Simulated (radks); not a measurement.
Values are calculated unless marked as measured or tabulated.
Task: These are the eigenvalues of the occupied orbitals of an atom or ion with whole-number occupations (eV). Level of theory: scalar-relativistic Kohn-Sham, BLYP, spin-polarised, spherical densities, point nucleus (a radial shooting solver on a logarithmic mesh with Libxc functionals).

1s up: -46683.70
1s down: -46683.69
2s up: -7626.517
2s down: -7626.467
2p up: -6802.894
2p down: -6802.858
3s up: -1669.585
3s down: -1667.765
3p up: -1412.176
3p down: -1410.365
3d up: -1063.521
3d down: -1062.114
4s up: -331.7141
4s down: -327.0569
4p up: -247.1441
4p down: -242.5041
4d up: -128.5503
4d down: -123.9537
5s up: -42.5940
5s down: -39.8394
5p up: -22.4380
5p down: -20.2536
6s up: -3.3644
4f up: -2.1770
5d up: -1.2347

Which element is it, and in what charge state? The configuration may be excited. Open shells, if any, are filled with parallel spins first.

Result: Z = 62, samarium, charge 0: Sm in [Xe] 4f6 5d1 6s1. The list shows which subshells hold electrons but not how many an open one holds; the 1s level, -1715.6 hartree, gives Z - s = 58.6 by -(Z - s)^2/2, which with screening and relativity narrows Z to a few neighbours, and the depths of the outer levels then fix element, charge and occupations together.
